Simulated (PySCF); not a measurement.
Molecular orbitals of CsN⁺

B2PLYP at R = 3.509 Å; PySCF, scalar-relativistic core potentials, basis sets Cs def2-SVPD with ECP46, N def2-SVPD. State: ⁴Σ⁻ (quartet), unpaired electrons σ ↑, π ↑↑. Only the outer orbitals are listed, counted within each symmetry, core potentials removing the inner ones.

| spin | orbital | occ. | ε (eV) | on Cs (%) | main shells (%) |
| --- | --- | --- | --- | --- | --- |
| α | 2σ | 1 | -36.85 | 100 | 100 Cs s |
| α | 3σ | 1 | -29.65 | 0 | 100 N s |
| α | 4σ | 1 | -21.27 | 99 | 99 Cs p |
| α | 1π | 1 | -21.26 | 100 | 100 Cs p |
| α | 1π | 1 | -21.26 | 100 | 100 Cs p |
| α | 5σ | 1 | -16.25 | 2 | 98 N p |
| α | 2π | 1 | -16.19 | 0 | 100 N p |
| α | 2π | 1 | -16.19 | 0 | 100 N p |
| α | 6σ | 0 | -4.35 | 101 | 100 Cs s |
| α | 3π | 0 | -2.67 | 100 | 100 Cs p |
| α | 3π | 0 | -2.67 | 100 | 100 Cs p |
| β | 2σ | 1 | -36.84 | 100 | 100 Cs s |
| β | 3σ | 1 | -22.00 | 10 | 90 N s, 10 Cs p |
| β | 1π | 1 | -21.26 | 100 | 100 Cs p |
| β | 1π | 1 | -21.26 | 100 | 100 Cs p |
| β | 4σ | 1 | -21.17 | 91 | 91 Cs p, 9 N s |
| β | 5σ | 0 | -4.88 | 54 | 50 Cs s, 48 N p |
| β | 2π | 0 | -4.33 | 23 | 76 N p, 17 Cs d |
| β | 2π | 0 | -4.33 | 23 | 76 N p, 17 Cs d |

Which are the highest filled and the lowest empty level, where do they sit, and how wide is the gap?

Highest filled α 2π at -16.19 eV (in %: 100 N p); lowest empty β 5σ at -4.88 eV (in %: 50 Cs s, 48 N p); the gap at B2PLYP is 11.31 eV.

```
bond order (Mayer)                                                                                                : 0.06
⟨S²⟩                                                                                                              : 3.755
charge on Cs (Mulliken, basis-dependent)                                                                          : 0.97
charge on Cs (Löwdin, basis-dependent)                                                                            : 0.93
dipole moment (positive dipole points towards N; it is taken about the centre of mass and depends on that origin) : -1.12 D
```

Shares are Mulliken populations and can fall outside 0 to 100 %.

Correlated steps freeze 1 core orbital. Spin–orbit coupling is left out. B2PLYP dipoles, levels and charges come from its SCF part alone. The state was picked by a PBE0 search and need not be the measured ground state.
